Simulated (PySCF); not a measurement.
These 2 structures share the formula C6H7F3Si. Computed with PBE0-D3(BJ)/def2-SVP geometry optimisation, gas phase in PySCF. One conformer each; no zero-point energy, no entropy. No frequencies were run at this level. Point groups hold within 0.08 Å.

Problem. Order them by energy at this level, lowest first, and give relative energies in kcal/mol.
A. `CC1=C[SiH2]C(C(F)(F)F)=C1`
B. `C[Si@H]1C=CC(C(F)(F)F)=C1`

Solution. B (0.0), A (3.5).

```
                   SMILES      E (Eh)  E rel (kcal/mol)  dipole (D)  point group       A, B, C (MHz)
C[Si@H]1C=CC(C(F)(F)F)=C1  -820.71187               0.0        2.70           C1  2456, 646.4, 593.2
CC1=C[SiH2]C(C(F)(F)F)=C1  -820.70632               3.5        3.18           Cs  1965, 759.7, 612.2
```

Problem. How do the relative energies change in single points at PBE/pcSseg-1 (no added dispersion term) on the same geometries?

Solution. 
```csv
SMILES,PBE0-D3(BJ)/def2-SVP (kcal/mol),PBE/pcSseg-1 (kcal/mol),shift
C[Si@H]1C=CC(C(F)(F)F)=C1,0.0,0.0,0.0
CC1=C[SiH2]C(C(F)(F)F)=C1,3.5,4.0,+0.5
```

Each column counts from its own lowest isomer. The order is unchanged; the largest shift is 0.5 kcal/mol.
